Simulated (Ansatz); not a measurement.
HClGeO, SMILES `[OH][Ge][Cl]` (lower singlet; H–O–Ge–Cl torsion 180°) (charge 0, multiplicity 1). This singlet lies 2.77 eV below the relaxed triplet at the level frozen-core CCSD(T)/cc-pVTZ // B3LYP-D3(BJ)/def2-TZVP (Ansatz, an electronic-structure program).

Computed with PBE0/cc-pVTZ // B3LYP-D3(BJ)/def2-TZVP (Ansatz).

Ansatz 0.2 input:
```yaml
crystal:
  periodic: [false, false, false]
  atoms:
    - { symbol: O, position_ang: [-0.83152, -0.400945, 0.022161] }
    - { symbol: Ge, position_ang: [0.405572, 0.898837, -0.052235] }
    - { symbol: Cl, position_ang: [2.162232, -0.432788, 0.031031] }
    - { symbol: H, position_ang: [-1.736284, -0.065103, -0.000958] }
basis:
  gaussian: { orbitals: cc-pVTZ }
hamiltonian:
  xc: pbe0
```

Output:

```
Functional definition: PBE0
940 factors; their error is unknown
mean field evaluation 1: about -71089.2188 eV, gradient 5.7e1 eV
mean field evaluation 2: about -71049.0548 eV, gradient 1.4e2 eV
mean field evaluation 4: about -71094.6329 eV, gradient 8.4e0 eV
mean field evaluation 8: about -71095.0891 eV, gradient 4.0e-1 eV
mean field evaluation 16: about -71095.0892 eV, gradient 3.1e-5 eV
mean field -71095.08916691 eV, -2612.6963369016 hartree, gradient 3.1e-5 eV, S^2 0.000000; 0 other end points of the search recorded, 0 dependent functions left out
reference -71095.08919043 eV, -2612.6963377662 hartree; 29, 29 occupied and 92, 92 virtual orbitals, 940 factors
Total energy: -71095.08919043 eV, -2612.6963377662 hartree
```
